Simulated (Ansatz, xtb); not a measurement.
## Relative energy of two isomers of C4H9NSi

Structure X: `C[Si](C)(C)C#N`, a singlet. Structure Y: `CC[SiH2]CC#N`, a singlet. Both are isolated molecules in the gas phase, relaxed with PBE0-D3(BJ)/def2-SVP; each stands in its lowest conformer found.

Quicker runs give these differences E(Y) − E(X): GFN2-xTB −0.628 eV; HF/STO-3G +1.361 eV (at GFN2-xTB geometries); r2SCAN-D4/def2-SVP +1.079 eV (at GFN2-xTB geometries).

**Question.** Estimate E(Y) − E(X) at the level CCSD(T)/def2-SVP + ΔMP2/def2-TZVPP.

**Answer.** Calculated at CCSD(T)/def2-SVP + ΔMP2/def2-TZVPP: E(Y) − E(X) = +1.211 eV, so structure X lies lower.

How the difference moves with the method:

```csv
level,geometry,E(Y) − E(X) (eV),departure from the last row (eV),"job, with rough time for the two"
GFN2-xTB,GFN2-xTB,−0.628,−1.839,"optimisation, 0.23 s"
HF/STO-3G,GFN2-xTB,+1.361,+0.150,"single point, 0.8 s"
r2SCAN-D4/def2-SVP,GFN2-xTB,+1.079,−0.132,"single point, 5.5 s"
PBE0-D3(BJ)/def2-SVP,PBE0-D3(BJ)/def2-SVP,+1.008,−0.203,"optimisation, 58 s"
HF/def2-SVP,PBE0-D3(BJ)/def2-SVP,+1.035,−0.176,part of the CCSD(T) run
MP2/def2-SVP,PBE0-D3(BJ)/def2-SVP,+1.059,−0.152,part of the CCSD(T) run
CCSD(T)/def2-SVP,PBE0-D3(BJ)/def2-SVP,+0.997,−0.214,single point
CCSD(T)/def2-SVP + ΔMP2/def2-TZVPP,PBE0-D3(BJ)/def2-SVP,+1.211,,"single point, 70 s"
```

As drawn, Y has 2 C–C, 2 Si–H in place of 2 C–Si, 2 C–H.

GFN2-xTB puts the two in the other order. The largest departure from CCSD(T)/def2-SVP + ΔMP2/def2-TZVPP is that of GFN2-xTB, 1.839 eV. The last row adds to CCSD(T) the change of the MP2 difference between the two basis sets, here +0.214 eV, a large step that makes the value less sure.

With thermal terms from frequencies at re-optimised GFN2-xTB minima (ideal gas, soft modes damped towards free rotors, one conformer each, 298.15 K, 1 atm): the zero-point term adds −0.058 eV; ΔH is +1.118 and ΔG +1.163 eV.

The correlated steps freeze 10 core orbitals. Codes used: Ansatz 0.2.0, xtb 6.7.1; the last row on 2 threads of Intel(R) Xeon(R) Platinum 8259CL CPU @ 2.50GHz (Skylake/Cascade Lake) on a shared host.
